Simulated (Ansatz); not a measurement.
Two structures of GeSiH4Cl2, singlet, reached by relaxing down either side of one saddle point (PBE0-D4/def2-TZVP). Energies are electronic, without zero-point energy. Program: Ansatz 0.2.0. Basis: def2-TZVPP and def2-QZVPP. Cores are frozen in the correlated methods. Filled d shells of the heavier atoms are correlated. The def2 sets are not built for correlating such inner shells, so the correlated values are less sure here. Extrapolation: Hartree–Fock as exp(−7.88 √X), correlation as X^−2.97. First:

```xyz
8
angstrom
Ge -0.1090 0.3633 1.1872
Si 0.2184 -0.4010 -1.0376
H 1.4116 -1.2572 -1.2231
Cl -1.4114 -1.4990 -1.6271
Cl 0.4310 1.2118 -2.2878
H -1.3759 1.2269 1.2356
H 1.1033 1.1973 1.6271
H -0.2679 -0.8419 2.1258
```

Second:

Ge1  (-0.003, 0.209, 1.266)
Si2  (-0.558, 0.276, -2.108)
H3  (-0.753, 0.573, -0.072)
Cl4  (-0.834, -1.797, -1.973)
Cl5  (1.538, 0.400, -2.051)
H6  (-1.078, 0.089, 2.352)
H7  (0.961, 1.362, 1.553)
H8  (0.727, -1.113, 1.033)
(Å)

Which bonds change from the first to the second?

GeSiH₄Cl₂ ([Cl][SiH]([Cl])[GeH3]) → SiCl₂ + GeH₄; bonds formed: Ge1–H3; bonds broken: Ge1–Si2, Si2–H3.

Give the saddle point's structure and its height above each. (To be estimated.)

By the calculation: 58.96 kcal/mol above the first and 22.02 kcal/mol above the second (CCSD(T) at an estimated basis limit (MP2 extrapolated from triple and quadruple zeta, plus CCSD(T) − MP2 in triple zeta)).
| atom | x (Å) | y (Å) | z (Å) |
| --- | --- | --- | --- |
| Ge1 | -0.0488 | 0.2303 | 1.1750 |
| Si2 | -0.4085 | 0.2238 | -1.2534 |
| H3 | 0.5710 | -0.7403 | -0.2706 |
| Cl4 | -1.2879 | -1.4469 | -2.1110 |
| Cl5 | 1.2181 | 0.7511 | -2.4260 |
| H6 | -1.4486 | 0.5945 | 1.7019 |
| H7 | 0.9614 | 1.3772 | 1.2008 |
| H8 | 0.4435 | -0.9897 | 1.9831 |

The T1 diagnostic stays at or below 0.013. The restricted Hartree–Fock reference is unstable towards an unrestricted one at one or more of these structures.

Losses and insertions of silylenes and their heavier kin drive the gas-phase chemistry of silicon and germanium vapour deposition.

Labels in which every atom is bracketed show which atoms are joined, not bond orders.

For scale, one of the runs: CCSD(T)/def2-TZVPP, 230 basis functions (an equivalent command: `ansatz run in.yaml --threads 4`). Time: 2.1 min of wall clock on 4 CPU threads; the host was shared. Peak host memory: 3.5 GiB.
